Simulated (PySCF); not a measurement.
Ionisation energy of Tm(65+) by level of theory

Tm(65+) [He] 2s2 (1S) → Tm(66+) [He] 2s1 (2S), as a difference of total energies. All numbers are calculated (PySCF 2.14, scalar relativity by spin-free X2C-1e, in an uncontracted even-tempered set (18 s from 44 bohr⁻², ratio 2.2; 8 p from 67 bohr⁻², ratio 2.4; 5 d from 200 bohr⁻², ratio 2.4; 5 f from 300 bohr⁻², ratio 2.4; 4 g from 450 bohr⁻², ratio 2.4)). Correlated levels: nothing frozen; virtual orbitals above 40 to 60 times the deepest correlated orbital energy dropped. The calculations carry no spin-orbit coupling.

```csv
method,ionisation energy (eV)
UHF,16527.0
LDA,16518.2
PBE,16535.1
PBE0,16533.4
r2SCAN,16524.4
BLYP,16534.2
B3LYP,16532.3
MP2 (all electrons),16532.1
SCS-MP2 (all electrons),16533.0
```

How much does correlation contribute at MP2 (all electrons)?

16532.1 − (16527.0) = 5.1 eV, measured against UHF.

For this ion Breit and QED terms and the two-electron picture change, all absent here, outweigh the differences among the correlated methods.

For comparison: 16510 ± 30 eV (theoretical estimate listed by NIST; NIST Atomic Spectra Database, ionization energies).
